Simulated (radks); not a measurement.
Values are calculated unless marked as measured or tabulated.
Spherical jellium clusters: N electrons in a uniform positive sphere of charge N and radius rs N^(1/3), rs = 5.51 bohr. Level of theory: non-relativistic Kohn-Sham, LDA (Slater exchange, Perdew-Wang correlation), spin-polarised, spherical densities (a radial shooting solver with Libxc functionals). Levels are named by radial order and angular momentum (1s, 1p, 1d, 2s, ...), and open shells are averaged over m.

N = 26, configuration 1s2 1p6 1d10 2s2 1f(up 6, down 0). This is the lowest configuration that the search found. Occupied and some empty levels:

level,occupation,eigenvalue (eV),<r> (bohr)
1s up,1,-3.6165,10.46
1s down,1,-3.4719,9.751
1p up,3,-3.2974,11.89
1p down,3,-3.1025,11.61
1d up,5,-2.8592,12.84
1d down,5,-2.6412,12.76
2s up,1,-2.5230,9.499
2s down,1,-2.4327,9.930
1f up,6,-2.3181,13.61
1f down,0,-2.0922,13.65
2p up,0,-1.8223,11.30
2p down,0,-1.7265,11.40
1g up,0,-1.6895,14.33
1g down,0,-1.4665,14.45
2d up,0,-1.1286,13.28
2d down,0,-1.0209,13.39

Energy (eV): total -46.9758, kinetic 25.970, external -1348.0, Hartree 672.53, exchange-correlation -73.656, background 676.14.

Electron density:

r (bohr),n(r) (e/bohr^3)
1.15,0.002032
3.08,0.001715
5.00,0.001352
6.93,0.001229
8.85,0.001427
10.8,0.001711
12.7,0.001649
14.6,0.001060
16.6,0.0004104
18.5,0.0001049
20.4,0.00002157
22.3,3.928e-06
24.2,6.656e-07
